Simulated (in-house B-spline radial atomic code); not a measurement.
The numbers below are computed, except where a source is named.
## Building a PAW s channel for Mo, r_c = 3.01 bohr

Mo, [Kr] 4d5 5s1, non-relativistic PBE, spherical and spin-unpolarised, from a B-spline radial code for spherical atoms (atomic units; all potentials screened as in the neutral atom).

Two all-electron partial waves φ1, φ2 are integrated outwards at E1 = ε(5s) = -0.139457 and E2 = E1 + 2 hartree; φ1 is the bound orbital and φ2 has unit norm inside r_c = 3.0093 bohr. Smooth partners are polynomials, r^1(a0 + a1 r² + a2 r⁴ + a3 r⁶), matched to φ and three derivatives at r_c, with no condition on the norm. The local potential is -2.64961 + (0.686919) r² + (-0.073958) r⁴ + (0.00290165) r⁶ inside 2.5693 bohr and the all-electron one outside.

| wave | φ(r_c) | φ'(r_c) | a0 | a1 | a2 | a3 |
| --- | --- | --- | --- | --- | --- | --- |
| 1 | 0.57404 | 0.009943525 | 0.1675896 | 0.0250135 | -0.003574358 | 0.0001208839 |
| 2 | 0.9534227 | 0.8691573 | -2.879111 | 0.7996877 | -0.06306594 | 0.001516227 |

Inside r_c the overlaps are <φi φj> = [[0.33704, -0.12236], [-0.12236, 1.00000]] and, for the smooth waves, [[0.39314, -0.69481], [-0.69481, 6.23685]]. With χj = (Ej − T − V_local) applied to smooth wave j, the program's quadrature gives the matrix B_ij = <smooth i, χj> as [[0.19743, -2.32478], [-1.17989, 16.94130]].

(1) Check the match of the first wave, and find the augmentation charges q_ij.

(2) B isn't symmetric. Show that D_ij = B_ij + Ej q_ij is.

Solving (T + V_local + Σ p D p) ψ = E (1 + Σ p q p) ψ in a sphere of 9 bohr, whose wall lifts the free-atom level a little, gives these levels:

```json
{"all-electron": "-0.137391", "one projector": "-0.137391", "two projectors": "-0.352568"}
{"all-electron": "0.127091", "one projector": "0.086322", "two projectors": "-0.137391"}
{"all-electron": "0.507955", "one projector": "0.153540", "two projectors": "0.127081"}
{"all-electron": "1.049080", "one projector": "0.528660", "two projectors": "0.507662"}
{"all-electron": "1.740830", "one projector": "1.072920", "two projectors": "1.048460"}
```

(3) What does the second projector gain?

Results:

(1) At r_c the four terms are 0.50433, 0.68166, -0.88212, 0.27016, which sum to 0.5740, φ1(r_c) to rounding. q_ij is the all-electron overlap less the smooth one: [[-0.05610, 0.57244], [0.57244, -5.23685]]. The smooth first wave has a norm of 0.3931 inside r_c against 0.3370, so q11 is negative and must stay small enough for the overlap operator to be positive.

(2) Integrating by parts gives B12 − B21 = (E1 − E2) q12: -2.32478 − (-1.17989) = -1.14489, and −2 × (0.57244) = -1.14489. So D12 = -2.32478 + (1.860543)(0.57244) = -1.25973 and D21 = -1.17989 + (-0.139457)(0.57244) = -1.25972; D11 = 0.20526, D22 = 7.19792. The projectors, p = (B⁻¹)ᵀ χ, are dual to the smooth waves; det B = 0.6.

(3) With one projector the errors are 0.00 millihartree, and the level at 0.0863 is out of step with the all-electron series: an extra state, or one far too low, so the pairing ends there; skipping it, the next levels are off by +26.4, +20.7, +23.8 millihartree. With two a ghost lies below the reference level, so the set fails. The lowest eigenvalue of the overlap operator is 0.6584 with one and 0.02069 with two projectors. The smooth orbital alone needs a cutoff of 1.77 hartree for 1 millihartree of kinetic energy, against 3.92 for a norm-conserving Troullier-Martins orbital of the same radius, which is no gain while the set fails.
